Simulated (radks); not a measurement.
Values are calculated unless marked as measured or tabulated.
Q: All-electron atom: Lu IV in [Xe] 4f14. Level of theory: Dirac Kohn-Sham, XLYP, spin-unpolarised, spherical densities, finite nucleus; Fermi nuclear charge, rms radius 5.37 fm (a radial shooting solver on a logarithmic mesh with Libxc functionals). Some entries of the table are withheld. Estimate them.

| orbital | occ. | eigenvalue (eV) | r(max) (bohr) | <1/r> (bohr^-1) |
|---|---|---|---|---|
| 1s1/2 | 2 | -63181.25 | (1) | 82.19 |
| 2s1/2 | 2 | -10770.90 | 0.06949 | 19.88 |
| 2p1/2 | 2 | (2) | 0.05192 | 19.86 |
| 2p3/2 | 4 | (3) | 0.05844 | 16.96 |
| 3s1/2 | 2 | (4) | 0.1960 | 7.291 |
| 3p1/2 | 2 | (5) | 0.1838 | 7.209 |
| 3p3/2 | 4 | (6) | 0.1973 | 6.463 |
| 3d3/2 | 4 | -1639.350 | 0.1551 | 6.353 |
| 3d5/2 | 6 | -1587.285 | 0.1589 | 6.174 |
| 4s1/2 | 2 | -510.8911 | 0.4465 | 3.054 |
| 4p1/2 | 2 | -422.9092 | 0.4474 | 2.944 |
| 4p3/2 | 4 | -368.6430 | 0.4761 | 2.683 |
| 4d3/2 | 4 | -223.8525 | 0.4757 | 2.462 |
| 4d5/2 | 6 | -213.9492 | 0.4850 | 2.398 |
| 5s1/2 | 2 | (7) | 1.043 | 1.147 |
| 5p1/2 | 2 | -62.8722 | 1.131 | 1.016 |
| 5p3/2 | 4 | -55.7953 | 1.218 | 0.9271 |
| 4f5/2 | 6 | -36.8647 | (8) | 1.849 |
| 4f7/2 | 8 | -35.3357 | (9) | 1.818 |

A: 
(1) 1s1/2 r(max) (bohr): 0.01213
(2) 2p1/2 eigenvalue (eV): -10283.71
(3) 2p3/2 eigenvalue (eV): -9165.734
(4) 3s1/2 eigenvalue (eV): -2461.026
(5) 3p1/2 eigenvalue (eV): -2245.079
(6) 3p3/2 eigenvalue (eV): -2006.635
(7) 5s1/2 eigenvalue (eV): -87.3894
(8) 4f5/2 r(max) (bohr): 0.4658
(9) 4f7/2 r(max) (bohr): 0.4712
